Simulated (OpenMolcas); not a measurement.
**Ir7+: from CASSCF to CASPT2**

```yaml
Program: OpenMolcas
Basis: ANO-R2 [8s6p5d3f1g]
Scalar_Hamiltonian: X2C, finite nucleus
Active_space: 2 electrons in 5 orbitals (5d)
State_averaging: 2S+1 = 3 even, 10 roots; 2S+1 = 1 even, 15 roots
Spin-orbit_coupling: state interaction with AMFI integrals over the reference wave functions, term energies averaged over their components
```

Methods on the same reference wave functions:
A. CASSCF
B. SS-CASPT2, IPEA 0.25 Eh, imaginary shift 0.1 Eh (closed shells correlated: 5s 5p)

Energies in eV above 5d² ³F₂, the measured ground level; measured values from van het Hof, Joshi, Wyart and Sugar, J. Res. Natl. Inst. Stand. Technol. 100, 687 (1995).

| Level | A | B | Measured |
| --- | --- | --- | --- |
| 5d² ³F₂ | 0.0000 | 0.0000 | 0.0000 |
| 5d² ³F₃ | 1.5354 | 1.578 | 1.5711 |
| 5d² ³P₀ | 2.4409 | 2.214 | 2.1392 |
| 5d² ³F₄ | 2.7132 | 2.706 | 2.6799 |
| 5d² ³P₁ | 3.3932 | 3.219 | 3.1270 |
| 5d² ¹G₄ | 4.7610 | 4.575 | 4.4948 |
| 5d² ³P₂ [55 %] | 5.0954 | 4.876 | 4.8203 |
| 5d² ¹S₀ | 8.8419 | 8.185 | 8.0617 |

Deviations, from unrounded energies. A percentage is the sum of absolute deviations over the sum of measured energies, with the sign that they share, or ± where signs differ.

```json
{"Against measurement": "mean absolute deviation (cm-1)", "Levels": "7", "A": "2300", "B": "530"}
{"Against measurement": "fine structure of the ground term (%)", "Levels": "2", "A": "±1.6", "B": "+0.8"}
{"Against measurement": "other terms of the ground configuration (%)", "Levels": "5", "A": "+8.3", "B": "+1.9"}
```

B lies closest to measurement on these levels. The largest miss of B in the table is 5d² ¹S₀, by +990 cm-1. The ranking rests on the paired levels alone, and a cruder setting can come out closer through cancelling errors.

From A to B the spin-free energies of the other terms of 5d² shown, above ³F, scale by factors of 0.88 to 0.89, as is usual when dynamic correlation screens the repulsion within a d or f shell.

The lowest spin-free term lies below A's lowest term by 0.218 hartree in B.

CASPT2 does not keep the components of a term degenerate, so their means are used; among the terms shown or strongly mixed into the levels shown the widest spread is 420 cm-1 (5d² ¹G, B). Without dynamic correlation excited terms often stand tens of per cent too high (terms of higher spin than the ground term too low), and those without a measured partner can miss by more than the paired ones (holds for A). Measured partners are found by configuration, term and J. A level has none where our copy of the source lacks it or the pairing is in doubt (some pairs that miss far off the trend of their configuration count as doubtful), and it then counts in no deviation. Levels of configurations outside the active space are missing. The table leaves out levels that lie high or whose names do not pair safely across all columns.

A share in square brackets marks a mixed level and gives the weight of the term that names it, the lowest over the columns.
